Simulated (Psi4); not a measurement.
Complex: HF (SMILES F) (first 2 atoms) with C3H8 (SMILES CCC); geometry from B3LYP-D3(BJ)/def2-TZVP, rigid monomers moved along the line of their centres of mass till H2···C5 is 4.16 Å.
(charge 0, multiplicity 1):
```json
[
 {"atom": "F", "x (Å)": "-0.3619", "y (Å)": "0.0912", "z (Å)": "0.3687"},
 {"atom": "H", "x (Å)": "-0.4978", "y (Å)": "0.3562", "z (Å)": "1.2480"},
 {"atom": "C", "x (Å)": "1.0171", "y (Å)": "-1.1892", "z (Å)": "5.4129"},
 {"atom": "C", "x (Å)": "0.2772", "y (Å)": "-0.1426", "z (Å)": "6.2418"},
 {"atom": "C", "x (Å)": "-0.5355", "y (Å)": "0.8250", "z (Å)": "5.3852"},
 {"atom": "H", "x (Å)": "1.5898", "y (Å)": "-1.8672", "z (Å)": "6.0476"},
 {"atom": "H", "x (Å)": "0.3211", "y (Å)": "-1.7936", "z (Å)": "4.8258"},
 {"atom": "H", "x (Å)": "1.7148", "y (Å)": "-0.7204", "z (Å)": "4.7146"},
 {"atom": "H", "x (Å)": "0.9944", "y (Å)": "0.4244", "z (Å)": "6.8416"},
 {"atom": "H", "x (Å)": "-0.3893", "y (Å)": "-0.6406", "z (Å)": "6.9513"},
 {"atom": "H", "x (Å)": "-1.0603", "y (Å)": "1.5678", "z (Å)": "5.9878"},
 {"atom": "H", "x (Å)": "0.1144", "y (Å)": "1.3796", "z (Å)": "4.6990"},
 {"atom": "H", "x (Å)": "-1.2998", "y (Å)": "0.2903", "z (Å)": "4.8102"}
]
```

These are SAPT0/jun-cc-pV(D+d)Z (Psi4) values and carry that method's errors.

Task: Give the four SAPT terms and the total, and say what mostly holds the pair together.

Result: electrostatics -0.13, exchange 0.01, induction -0.05, dispersion -0.07, total -0.25 kcal/mol; the largest attraction is electrostatics.
